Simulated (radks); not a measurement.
Results of a calculation; reference values are marked as such.
Problem. These are the eigenvalues of the occupied orbitals of an atom or ion with whole-number occupations (hartree). Code: a radial shooting solver on a logarithmic mesh with Libxc functionals. Model: scalar-relativistic Kohn-Sham, SCAN, spin-polarised, spherical densities, finite nucleus; meta-GGA in the generalised Kohn-Sham scheme; Fermi nuclear charge, rms radius of each element as measured or else 0.836 A^(1/3) + 0.57 fm.

1s up: -2113.639
1s down: -2113.636
2s up: -358.1986
2s down: -358.1930
2p up: -316.9753
2p down: -316.9694
3s up: -82.80223
3s down: -82.71717
3p up: -70.17703
3p down: -70.08808
3d up: -54.36111
3d down: -54.28766
4s up: -18.73724
4s down: -18.55397
4p up: -14.55124
4p down: -14.37118
4d up: -8.92970
4d down: -8.74877
5s up: -4.33516
5s down: -4.21960
5p up: -3.26316
5p down: -3.15775
4f up: -2.77627
4f down: -2.59764

Which element is it, and in what charge state? The configuration may be excited. Open shells, if any, are filled with parallel spins first.

Solution. Z = 68, erbium, charge +5: Er5+ in [Kr] 4d10 4f10 5s2 5p5. The list shows which subshells hold electrons but not how many an open one holds; the 1s level, -2113.6 hartree, gives Z - s = 65.0 by -(Z - s)^2/2, which with screening and relativity narrows Z to a few neighbours, and the depths of the outer levels then fix element, charge and occupations together.
